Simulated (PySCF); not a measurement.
VOF2, SMILES [O]=[V+]([F])[F], charge +1, multiplicity 1.

Coordinates come from a B3LYP-D3(BJ)/def2-SVP optimisation. The spin state was assumed, not searched. The isomer is the one that the SMILES or the coordinates give; other isomers of the formula were not compared.

All values below come from B3LYP-D3(BJ)/def2-SVP (PySCF).

Frequencies are harmonic and unscaled.

List the normal modes with their intensities. (An estimate is asked for; the answer gives what the named calculation found.)


| mode | ν (cm⁻¹) | IR (km/mol) | Raman (Å⁴/amu) | depolarisation | moving atoms (share of kinetic energy) |
|---|---|---|---|---|---|
| 1 | 187 | 33.5 | 1.2 | 0.72 | F 67 %, V 30 % |
| 2 | 293 | 19.6 | 2.4 | 0.69 | F 45 %, O 30 %, V 25 % |
| 3 | 347 | 1.8 | 3.5 | 0.75 | O 56 %, F 35 %, V 10 % |
| 4 | 845 | 57.5 | 10.8 | 0.12 | F 82 %, V 16 % |
| 5 | 923 | 165.5 | 2.8 | 0.75 | F 62 %, V 37 % |
| 6 | 1211 | 97.7 | 11.4 | 0.24 | O 75 %, V 25 % |
